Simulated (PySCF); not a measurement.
A small calculation by hand: oscillator strength and radiative lifetime

GaFBr2, SMILES [F][Ga]([Br])[Br].

Coordinates come from a ωB97X-D3(BJ)/def2-SVP optimisation. The structure was generated by enumeration; whether it is a known compound was not checked.

TDDFT-B3LYP/def2-SVPD run with PySCF 2.14.0 puts the first singlet state with f over 0.02 at 5.47 eV (vertical), with the transition dipole (0.000, 0.000, -0.438) in atomic units.

Task: Find the oscillator strength, the wavelength and the radiative lifetime that this transition would have in vacuum if emission retraced absorption.

Result: 
|μ|² = 0.1918 au, so |μ| = 1.11 D. ΔE = 5.47/27.211 = 0.2010 hartree. f = (2/3) ΔE |μ|² = 0.026 (the program prints 0.026).
λ = 1239.84/5.47 = 227 nm; ν = 44119 cm⁻¹.
Einstein's coefficient A = 0.6670 ν² f s⁻¹ (ν in cm⁻¹) = 3.3e7 s⁻¹, so τ = 1/A = 30 ns. This state is S3; the lower singlets have f = 0.014, 0.000. The figure is the radiative limit of this one transition; relaxation, internal conversion, crossing to triplets and a medium change what is measured.
